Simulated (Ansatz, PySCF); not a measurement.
H4BO3 (SMILES OB(O)[OH2+]), charge +1, singlet, geometry from GFN2-xTB. Base run: CAMB3LYP/6-31G* (PySCF).

Input for PySCF:
```python
from pyscf import gto, scf, dft

mol = gto.Mole()
mol.atom = '''
    O     0.941252   -0.943438   -0.275876
    B     0.167831    0.079309   -0.021494
    O     0.414230    1.350041    0.038555
    O    -1.261361   -0.433348    0.261318
    H     1.886990   -0.858386   -0.414131
    H    -0.151424    2.077660    0.295075
    H    -1.303285   -1.404415    0.187200
    H    -2.024403    0.002552   -0.152650
'''
mol.basis = '6-31g*'
mol.charge = 1
mol.spin = 0
mol.verbose = 4
mol.build()

mf = dft.RKS(mol)
mf.xc = 'camb3lyp'
mf.kernel()
```

The same geometry, method and basis name were run in Ansatz (an electronic-structure program) and PySCF, at each program's defaults and at the settings that a row names. The base is PySCF at its defaults. Differences at the defaults can come from grids, fitting, cores and function types together.

| code and settings | ΔE vs base (µEh) | basis functions | E (Eh) | SCF cycles |
|---|---|---|---|---|
| PySCF, defaults (exact integrals, its default grid, spherical functions) | 0.0 | 64 | -252.66602 | 10 |
| Ansatz, defaults (factorised integrals, its default grid, Cartesian functions) | -4156 | 68 | -252.67018 | - |
| PySCF, density fitting with def2-universal-jkfit | -57.3 | 64 | -252.66608 | 10 |
| PySCF, fine grid | -2.2 | 64 | -252.66602 | 10 |
| Ansatz, high accuracy, Cartesian functions as the basis file defines them | -4163 | 68 | -252.67018 | - |
